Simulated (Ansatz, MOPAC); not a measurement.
Breaking a bond: SeH, doublet.

- UHF/aug-cc-pVDZ (Ansatz, a first-principles code)
- AM1, unrestricted, heats of formation (MOPAC)
- UMP2 = MP2 on UHF/aug-cc-pVDZ, cores with 3d frozen (Ansatz)

Energies are in kcal/mol, each relative to the lowest point of its own curve near equilibrium.

| R / Å | UHF | AM1 | UMP2 |
|---|---|---|---|
| 1.18 | 35.6 | 11.2 | 37.0 |
| 1.24 | 19.8 | 5.6 | 21.0 |
| 1.33 | 6.0 | 1.1 | 6.7 |
| 1.37 | 2.7 | 0.3 | 3.2 |
| 1.41 | 0.8 | 0.0 | 1.1 |
| 1.47 | 0.0 | 0.5 | 0.0 |
| 1.50 | 0.4 | 1.0 | 0.2 |
| 1.55 | 1.9 | 2.4 | 1.4 |
| 1.65 | 7.5 | 6.8 | 6.3 |
| 1.71 | 11.9 | 10.2 | 10.4 |
| 1.83 | 22.1 | 18.8 | 20.5 |
| 1.97 | 32.8 | 30.3 | 36.4 |
| 2.21 | 43.2 | 46.2 | 54.4 |
| 2.43 | 47.6 | 54.2 | 61.9 |
| 2.64 | 49.6 | — | 65.4 |
| 2.94 | 50.8 | — | 67.7 |
| 3.27 | 51.4 | — | 68.8 |
| 3.60 | 51.6 | — | 69.2 |
| 3.94 | 51.6 | — | 69.4 |
| 4.40 | 51.7 | — | 69.5 |
| 5.19 | 51.7 | — | 69.6 |
| 5.90 | 51.7 | — | 69.6 |

At the longest distance, 5.90 Å, UMP2 lies highest above its minimum (69.6 kcal/mol) and UHF lowest (51.7 kcal/mol).

A dash means that the run gave no value there, or that the column was ended at a point which the program doubted or which failed a test of continuity chosen for this set; such a test can also cut sound points.

The unrestricted determinant behind UHF, UMP2 is spin-contaminated at 1.97 to 5.90 Å (<S²> up to 1.8, against 0.75 for a pure doublet).
